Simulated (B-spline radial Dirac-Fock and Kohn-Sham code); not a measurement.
## Satellites and hypersatellites of the K lines of Nd³⁺

System: neodymium as Nd³⁺, configuration [Xe] 4f1 6s2 (an excited configuration).

Method: ΔSCF Dirac-Fock with Breit, self-energy and vacuum polarisation, finite nucleus, configuration average. Computed with a radial atomic solver. Each two-hole energy is an average over J within one jj subconfiguration, not an observable level; in light atoms, where LS coupling holds, the j-resolved values are not observed lines, and for a K spectator the Kα1 hypersatellite is nearly forbidden. Electron correlation is not included.

Lines without a spectator: Kα2 (K-L2) 36842.2 eV, Kα1 (K-L3) 37355.7 eV, Kβ3 (K-M2) 42155.6 eV, Kβ1 (K-M3) 42260.0 eV. Shifts in eV with one spectator hole (a dash: not computed, or left out as unreliable):

| spectator hole | Kα2 | Kα1 | Kβ3 | Kβ1 |
| --- | --- | --- | --- | --- |
| K (1s) | +728.8 | +763.4 | +936.0 | +943.8 |
| L2 (2p1/2) | +85.2 | +110.2 | – | +224.5 |
| L3 (2p3/2) | +75.6 | +78.3 | +187.2 | – |
| M2 (3p1/2) | – | +14.56 | +31.3 | +37.6 |
| M3 (3p3/2) | +9.45 | – | +29.82 | +29.56 |
| M4 (3d3/2) | +2.28 | -0.96 | – | – |
| M5 (3d5/2) | -1.86 | +0.84 | – | – |

With n spectator holes in 2p, averaged over the 2p shell (energies in eV):

```
n     KαLⁿ   step  hypersatellite KαʰLⁿ
0  37184.5      –               37936.3
1  37271.1  +86.6               38024.6
2  37359.1  +88.0               38114.3
3  37448.5  +89.4               38205.3
4  37539.3  +90.8               38297.8
5  37631.5  +92.2               38391.8
```
